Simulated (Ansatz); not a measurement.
CH7ISi2 can be A, `[SiH3]C([SiH3])I`, or B, `[SiH3]C[SiH2]I`.

Program: Ansatz. Geometries: PBE0-D4/def2-TZVP. ΔE: electronic, gas phase. CBS: MP2 limit from def2 TZ/QZ plus the TZ coupled-cluster correction, frozen cores. Functionals use def2-TZVPP. B3LYP here is the variant with VWN-RPA as its local correlation; programs differ in this. def2 core potentials past Kr. For I outer-core shells are correlated without core-valence functions, which leaves a few kJ/mol of doubt a bond. One conformer a species, not always the lowest.

A:

Z-matrix (Å, degrees):
```
Si
C 1 1.878
H 1 1.484 2 109.2
H 1 1.484 2 110.3 3 -121.0
H 1 1.489 2 108.7 3 119.2
Si 2 1.878 1 115.5 3 -57.8
I 2 2.152 1 107.9 3 62.9
H 2 1.092 1 110.1 3 176.9
H 6 1.484 2 110.3 1 178.8
H 6 1.490 2 108.7 1 -61.3
H 6 1.484 2 109.2 1 57.9
```

B:

Z-matrix (Å, degrees):
```
Si
C 1 1.878
H 1 1.487 2 110.1
H 1 1.486 2 110.4 3 120.2
H 1 1.487 2 110.1 3 -119.6
Si 2 1.859 1 113.8 3 59.8
H 2 1.095 1 109.0 3 -178.6
H 2 1.095 1 109.0 3 -61.8
I 6 2.450 2 110.7 1 -179.9
H 6 1.483 2 111.2 1 -61.2
H 6 1.483 2 111.2 1 61.3
```

Q: Which isomer does CCSD(T)/CBS put lower? Give the gap. (Best estimate.)

A: Ansatz gave: B, by 132.3 kJ/mol.

Q: Give E(B) − E(A) in kJ/mol with MP2/def2-TZVPP, HF/def2-TZVPP, B2PLYP, CCSD/def2-TZVPP, PBE-D4, CCSD(T)/def2-TZVPP, B3LYP. (Estimate.)

A: Ansatz gave: MP2/def2-TZVPP -133.6, HF/def2-TZVPP -150.3, B2PLYP -137.4, CCSD/def2-TZVPP -134.2, PBE-D4 -135.4, CCSD(T)/def2-TZVPP -130.4, B3LYP -140.5. None reverses the order clearly.

Largest T1 diagnostic: 0.010.

The D4 term adds +6.4 kJ/mol with B3LYP and +3.1 kJ/mol with PBE0; it sums over pairs of atoms, weighted by their polarisabilities, and B3LYP, whose exchange is more repulsive, gets the larger term. In def2-TZVPP, CCSD(T) changes the Hartree–Fock value by +19.8 kJ/mol (the triples alone add +3.7 kJ/mol) and MP2 by +16.6 kJ/mol.
